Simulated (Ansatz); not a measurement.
C7H3F5, SMILES `Cc1c(F)c(F)c(F)c(F)c1F`. The species carries charge 0 and has multiplicity 1.

```tsv
atom	x (Å)	y (Å)	z (Å)
C1	0.735	1.346	1.636
C2	0.249	0.446	0.546
C3	-0.417	-0.739	0.820
F4	-0.628	-1.096	2.085
C5	-0.877	-1.580	-0.178
F6	-1.507	-2.706	0.125
C7	-0.674	-1.238	-1.504
F8	-1.109	-2.031	-2.469
C9	-0.015	-0.061	-1.815
F10	0.182	0.272	-3.082
C11	0.433	0.759	-0.793
F12	1.063	1.884	-1.124
H13	-0.030	2.078	1.907
H14	1.621	1.893	1.317
H15	0.975	0.771	2.530
```

What are the harmonic wavenumbers in cm⁻¹ at PBE0-D4/def2-TZVP (Ansatz, finite differences of forces, unscaled)? (An estimate is asked.)

Computed: 16i, 132, 135, 180, 214, 269, 279, 286, 314, 336, 363, 399, 450, 453, 573, 607, 644, 680, 731, 757, 963, 996, 1055, 1100, 1168, 1190, 1343, 1350, 1413, 1478, 1478, 1493, 1563, 1576, 1692, 1710, 3064, 3135, 3169.
